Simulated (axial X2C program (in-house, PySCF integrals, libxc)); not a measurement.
**KH: cheaper levels and CCSD(T), two-component**

Computed with an in-house relativistic program for diatomic molecules. Two-component (2c) means X2C with spin–orbit coupling and atomic mean-field two-electron Coulomb and Gaunt terms. Basis: K dyall-cv3z [11s12p6d3f], H dyall-v3z [6s2p1d] (cores contracted in-house); Gaussian nuclei, density fitting, unrestricted open shells. Masses: K 38.964 u, H 1.008 u.

State: Ω = 0 (closed shell); fragments K + H.

```json
{"level": "PBE0", "Re (Å)": "2.235", "ωe (cm⁻¹)": "985.4", "De (eV)": "1.71"}
{"level": "HF", "Re (Å)": "2.307", "ωe (cm⁻¹)": "970.1", "De (eV)": "0.863"}
{"level": "MP2", "Re (Å)": "2.227", "ωe (cm⁻¹)": "1020.6", "De (eV)": "1.54"}
{"level": "CCSD", "Re (Å)": "2.249", "ωe (cm⁻¹)": "992.1", "De (eV)": "1.78"}
{"level": "B97-3", "Re (Å)": "2.250", "ωe (cm⁻¹)": "980.3", "De (eV)": "1.86"}
```

Correlated methods: 10 electrons correlated (number of frozen shells: K 2 s, 1 p; H none), 170 virtual spin orbitals or spinors in MP2, 90 natural virtuals in coupled cluster.

CCSD(T), same Hamiltonian and basis:

Re = 2.243 Å, ωe = 995.0 cm⁻¹, De = 1.78 eV; T1 = 0.010 (Lee–Taylor normalisation).

**Question.** Give the differences from CCSD(T) in the columns below.

**Answer.** 

```tsv
level	ΔRe (Å)	Δωe (cm⁻¹)	ΔDe (eV)
PBE0	-0.008	-10	-0.07
HF	0.064	-25	-0.92
MP2	-0.016	26	-0.24
CCSD	0.006	-3	0.00
B97-3	0.007	-15	0.08
```

The state is a single determinant with fixed occupations, the lowest that a limited PBE0 search found. Closed shells are restricted here (equal orbitals for both partners); the stretched side of such a curve lies too high. Dissociation energies refer to the lowest single-determinant-based atoms at the same level and basis. Coupled cluster ran in a truncated set of natural virtual spinors; the MP2 energy of the rest was added. (T) has no such correction and the atoms are truncated less, which lowers De at CCSD(T) by a hundredth of an eV or more.
